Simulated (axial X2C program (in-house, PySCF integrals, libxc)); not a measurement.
## BaH⁻: one setting changed

Computed with an in-house relativistic program for diatomic molecules, spin-free (one-electron X2C) or two-component (2c: spin–orbit coupling with atomic mean-field Coulomb and Gaunt terms, which also bring small scalar terms), in Dyall basis sets with cores contracted in-house; open shells are unrestricted.

Basis sets: Ba dyall-av3z, H dyall-av3z. Frozen shells (counts by l): BaH⁻ Ba 4s3p2d, H none, 12 electrons correlated. Where the outer core of a metal is frozen, bonds come out longer and ionisation energies lower.

Standard run:

```csv
Hamiltonian,level,state,Re (Å),ωe (cm⁻¹),De (eV)
spin-free,PBE0,"M_S = 0, Λ = 0",2.319,1011.9,2.26
spin-free,HF,"M_S = 0, Λ = 0",2.404,969.4,n/a
spin-free,MP2,"M_S = 0, Λ = 0",2.354,983.9,2.06
2c,PBE0,Ω = 0,2.317,1012.5,2.27
2c,HF,Ω = 0,2.402,969.7,n/a
2c,MP2,Ω = 0,2.352,984.3,2.06
```

The run was repeated with integration grid too coarse (nrad = 30, standard 100, nth = 10, standard 30):

```
Hamiltonian  level           state  Re (Å)  ωe (cm⁻¹)  De (eV)  points converged
  spin-free   PBE0  M_S = 0, Λ = 0   2.298     1029.4     2.27                10
  spin-free     HF  M_S = 0, Λ = 0   2.404      969.4     1.86                10
  spin-free    MP2  M_S = 0, Λ = 0   2.354      984.0     2.06                10
         2c   PBE0           Ω = 0   2.296     1033.6     2.27                10
         2c     HF           Ω = 0   2.402      969.7     1.87                10
         2c    MP2           Ω = 0   2.352      984.5     2.06                10
```

These are results of a setting spoiled on purpose, not properties of the molecule.

**Question.** How far did the change move Re and ωe against the standard run?

**Answer.** PBE0 spin-free: ΔRe -0.021 Å, Δωe 17.5 cm⁻¹; HF spin-free: ΔRe 0.000 Å, Δωe 0.0 cm⁻¹; MP2 spin-free: ΔRe 0.000 Å, Δωe 0.1 cm⁻¹; PBE0 2c: ΔRe -0.021 Å, Δωe 21.1 cm⁻¹; HF 2c: ΔRe 0.000 Å, Δωe 0.0 cm⁻¹; MP2 2c: ΔRe 0.000 Å, Δωe 0.2 cm⁻¹.

Each entry is the lowest single determinant of a limited PBE0 search at one distance. De goes to single-determinant-based atoms at the same level (for ions the charge split of lowest energy) and is withheld (n/a) where an atom does not fit its ground term or J level. Main or longest-lived isotopes. One determinant is a doubtful description, or other states lie close, for BaH⁻; these need not be ground states, and all values refer to the states named.
